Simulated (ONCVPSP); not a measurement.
palladium, ONCV: configuration errors across variants

Pd, optimised norm-conserving Vanderbilt (ONCV), made with ONCVPSP 4.0.1 (LDA (Perdew-Zunger), scalar-relativistic). Core [Ar] 3d10, reference 4s2 4p6 4d9.5 (charge +0.5). Waves: 4s: rc 0.95 bohr, ncon 4, nbas 7, qcut 5.5 1/bohr, 2 projectors, debl 4 Ha; 4p: rc 1.70 bohr, ncon 3, nbas 8, qcut 10 1/bohr, 2 projectors, debl 2.6 Ha; 4d: rc 1.95 bohr, ncon 3, nbas 7, qcut 6.6 1/bohr, 2 projectors, debl 1.9 Ha. Local part: polynomial inside 0.65 bohr (lpopt 5, dvloc0 6 Ha). Core correction: Teter function fitted to the true core (icmod 2), fcfact 0.25.

All-electron excitation energies from the reference (eV): (1) 4s2 4p6 4d10 -3.370; (2) 4s2 4p6 4d9 6.019; (3) 4s2 4p6 4d8 27.100; (4) 4s1 4p6 4d10 88.322.

3 further variants failed, have other tests or too few solved ones, and are left out.

A true bound ghost makes a file unfit for plane-wave use even where its test errors are small: the radial tests pick states by their node count and pass the ghost by.

Errors AE − PS in meV (a dash: test not solved or not reliable):

| change | (1) | (2) | (3) | (4) | bound ghosts | GHOST(+) flags above zero |
| --- | --- | --- | --- | --- | --- | --- |
| base | +0.7 | +0.2 | +20 | -218 | none | s, d |
| s: qcut 3.5; p: qcut 6.4; d: qcut 4.2 | +7.4 | -2.9 | +66 | -577 | none | s |
| s: qcut 4.1; p: qcut 7.5; d: qcut 4.9 | +4.2 | -1.0 | +50 | -435 | none | s, p, d |
| s: qcut 4.6; p: qcut 8.4; d: qcut 5.5 | +2.4 | -0.3 | +37 | -340 | none | s, p, d |
| s: qcut 5.6; p: qcut 10.1; d: qcut 6.7 | +0.6 | +0.2 | +19 | -211 | none | s |
| s: qcut 6.1; p: qcut 11.1; d: qcut 7.3 | +0.3 | +0.2 | +13 | -169 | s | p |
| s: qcut 6.6; p: qcut 11.9; d: qcut 7.9 | 0.0 | +0.1 | +8.4 | -136 | s | p |

Q: Give the same row for: s: qcut 5; p: qcut 9.1; d: qcut 6.

A: +1.4, +0.1, +28, -275; bound ghosts: none; GHOST(+) flags above zero: s, p, d.
